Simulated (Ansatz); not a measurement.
Relaxation of AlClH$_{6}$N$_{2}$ (10 atoms, charge 0, multiplicity 1), to a largest force component of 0.03 eV/Å in at most 50 steps.

Computed with RKS B3LYP-D4/6-31G* in Ansatz.

```xyz
10
Properties=species:S:1:pos:R:3
Al 0.021 0.668 -0.558
Cl 0.026 0.342 2.860
N 1.578 -0.052 -1.022
H 1.705 -0.899 -1.561
H 2.472 0.292 -0.698
N -1.551 -0.011 -1.036
H -1.713 -0.898 -1.493
H -2.432 0.445 -0.838
H 0.032 2.014 0.254
H 0.018 1.363 1.996
```

**Question.** Where does it end, and by what steps?

**Answer.** It converged. The force dipped under the threshold on the way, but the program's further checks kept it going. After 18 steps the energy has fallen by 0.073 eV; Cl2 moved furthest, 1.19 Å.

```csv
step,energy less start (eV),largest force component (eV/Å),accepted
0,0.0000,0.713,yes
1,-0.0251,0.577,yes
2,-0.0424,0.279,yes
3,-0.0417,0.685,no
4,-0.0506,0.232,yes
5,-0.0580,0.128,yes
6,-0.0642,0.019,yes
7,-0.0608,0.520,no
8,-0.0660,0.154,yes
9,-0.0670,0.229,yes
10,-0.0667,0.285,no
11,-0.0696,0.078,yes
12,-0.0709,0.038,yes
13,-0.0718,0.057,yes
14,-0.0697,0.240,no
15,-0.0709,0.159,no
16,-0.0723,0.017,yes
17,-0.0727,0.064,yes
18,-0.0728,0.028,yes
```

```xyz
10
Properties=species:S:1:pos:R:3
Al 0.005 0.456 -0.584
Cl 0.068 1.209 3.673
N 1.566 -0.117 -1.207
H 1.705 -0.767 -1.970
H 2.459 0.163 -0.820
N -1.556 -0.052 -1.263
H -1.693 -0.697 -2.029
H -2.448 0.268 -0.909
H 0.005 1.474 0.639
H 0.043 1.328 2.375
```

Whether the end is a true minimum wasn't checked by a vibrational analysis.

The run took 64 s on 1 thread of Arm Neoverse V2 (shared host), peak memory 0.18 GiB.
